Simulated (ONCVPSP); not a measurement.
**Gd (Z = 64), ONCV: configuration errors across variants**

* Element: Gd
* Generator: ONCVPSP 4.0.1
* Type: optimised norm-conserving Vanderbilt (ONCV)
* Functional: PBEsol
* Relativity: scalar-relativistic
* Frozen core: [Kr]
* Valence charge: 28
* Reference configuration: 4d10 4f7 5s2 5p6 5d1 6s1.5 6p0.5
* Partial waves: 5s+6s: rc 1.90 bohr, ncon 5, nbas 8, qcut 5.2 1/bohr, 2 projectors; 5p+6p: rc 2.05 bohr, ncon 4, nbas 7, qcut 6.4 1/bohr, 2 projectors; 4d+5d: rc 0.95 bohr, ncon 4, nbas 9, qcut 15.1 1/bohr, 2 projectors; 4f: rc 0.95 bohr, ncon 4, nbas 9, qcut 21.1 1/bohr, local
* Local potential: the f channel
* Core correction: none

All-electron excitation energies from the reference (eV): (1) 4d10 4f7 5s2 5p6 5d1 6s2 6p0 -1.433; (2) 4d10 4f7 5s2 5p6 5d1 6s1 6p0 5.241; (3) 4d10 4f7 5s2 5p6 5d1 6s0 6p0 17.287; (4) 4d10 4f7 5s2 5p6 5d1 6s0 6p1 8.838.

2 further variants failed, have other tests or too few solved ones, and are left out.

A true bound ghost makes a file unfit for plane-wave use even where its test errors are small: the radial tests pick states by their node count and pass the ghost by.

Errors AE − PS in meV (a dash: test not solved or not reliable):

| change | (1) | (2) | (3) | (4) | bound ghosts | GHOST(+) flags above zero |
| --- | --- | --- | --- | --- | --- | --- |
| base | +0.3 | -1.7 | -5.4 | -2.4 | s, p | s |
| f: qcut 13.1 | +0.3 | -1.5 | -4.9 | -2.2 | s, p | s |
| f: qcut 19.6 | +0.3 | -1.7 | -5.3 | -2.4 | s, p | s |
| f: qcut 22.2 | +0.2 | -1.5 | -5.0 | -2.1 | s, p | s |
| f: qcut 24.8 | +0.2 | -1.5 | -5.0 | -2.1 | s, p | s |

Question: Give the same row for: f: qcut 15.4.

Answer: +0.3, -1.6, -5.1, -2.2; bound ghosts: s, p; GHOST(+) flags above zero: s.
